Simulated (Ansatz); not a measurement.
`C[O][Sn][Br]` → `[CH2]` (triplet) + `[OH][Sn][Br]` at 500 K and 1 bar (formal loss of a carbene).

Gas-phase electronic energies from Ansatz, PBE0-D4/def2-TZVP geometries. CCSD(T)/CBS adds triple-zeta CCSD(T) − MP2 to the extrapolated MP2 energy (def2 sets, frozen cores). This one scheme is used for every species. Triplets are unrestricted, without spin–orbit coupling. Elements past krypton have def2 core potentials. For Br, Sn outer-core shells are correlated without core-valence functions, which leaves a few kJ/mol of doubt a bond. Scalar relativity is left out up to krypton. One conformer a species, not always the lowest.

```json
{"species": "`C[O][Sn][Br]`", "CCSD(T)/CBS energy (Eh)": "-2902.45238", "H − E (kJ/mol)": "147.4", "S (J/(mol·K))": "402.5"}
{"species": "`[CH2]` (triplet)", "CCSD(T)/CBS energy (Eh)": "-39.09499", "H − E (kJ/mol)": "62.7", "S (J/(mol·K))": "213.9"}
{"species": "`[OH][Sn][Br]`", "CCSD(T)/CBS energy (Eh)": "-2863.20849", "H − E (kJ/mol)": "63.6", "S (J/(mol·K))": "350.5"}
```

H − E and S are ideal-gas, rigid-rotor, harmonic terms from PBE0-D4/def2-TZVP, for one conformer and one mirror image of each species, with the whole ground term of open shells counted as degenerate. 1 Eh = 2625.50 kJ/mol, R = 8.31446 J/(mol·K).

Q: By hand: ΔE, ΔH, ΔS and ΔG.

A: ΔE = (-39.09499) + (-2863.20849) − (-2902.45238) = 0.14890 Eh = 390.9 kJ/mol. Δ(H − E) = 62.7 + 63.6 − 147.4 = -21.1, so ΔH = 369.8 kJ/mol. ΔS = 213.9 + 350.5 − 402.5 = 161.9 J/(mol·K). ΔG = 369.8 − 500 × (161.9)/1000 = 288.9 kJ/mol.

Q: By hand: the equilibrium constant, and the temperature at which ΔG would vanish if ΔH and ΔS stayed fixed.

A: log₁₀ K = −ΔG/(RT ln 10) = -30.2. ΔG = 0 at ΔH/ΔS = 2284 K.

The number of gas molecules changes by +1, which sets the sign of ΔS. A doubt of 5 kJ/mol in ΔE shifts log₁₀ K by 0.5 here. Other conformers and mirror images would add mixing entropy, several J/(mol·K) or more a flexible species. A triplet takes part, so the spin changes. These are equilibria of isolated gas molecules and say nothing of rates. Largest T1 diagnostic: 0.015 (customary marks: 0.02 for closed shells, 0.045 for open ones).
